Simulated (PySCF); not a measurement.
hexafluoropropene (C3F6), singlet, geometry from GFN2-xTB.

The PySCF input:
```python
from pyscf import gto, scf, dft

mol = gto.Mole()
mol.atom = '''
    F     2.49184748   -0.18829557    0.79842098
    C     1.31418502    0.24683492    0.42467974
    F     1.26067366    1.55824784    0.42112146
    C     0.28229877   -0.52520184    0.08521556
    F     0.37606850   -1.85663792    0.10149667
    C    -1.06436063    0.03101770   -0.34154878
    F    -1.61086992    0.78624932    0.61807922
    F    -0.95447491    0.80748822   -1.42550070
    F    -1.91799358   -0.94215242   -0.62584863
'''
mol.basis = 'sto-3g'
mol.verbose = 5
mol.build()

mf = dft.RKS(mol)
mf.xc = 'camb3lyp'
mf.kernel()
```

### Question
Predict the total energy from CAMB3LYP/STO-3G run with PySCF.

### Answer
-702.916358 Ha

### Question
Estimate the nuclear repulsion energy that CAMB3LYP/STO-3G returns for this input.

### Answer
511.0886 Eh

### Question
What is the computed HOMO-LUMO gap (CAMB3LYP/STO-3G)?

### Answer
9.85 eV

### Question
Give the dipole moment at the level CAMB3LYP/STO-3G.

### Answer
0.82 D

### Question
What Mulliken (on the basis functions themselves) charges in atom order does CAMB3LYP/STO-3G give?

### Answer
F1 -0.06, C2 0.19, F3 -0.06, C4 0.00, F5 -0.07, C6 0.34, F7 -0.11, F8 -0.11, F9 -0.11

### Question
Give the number of basis functions at the level CAMB3LYP/STO-3G.

### Answer
45
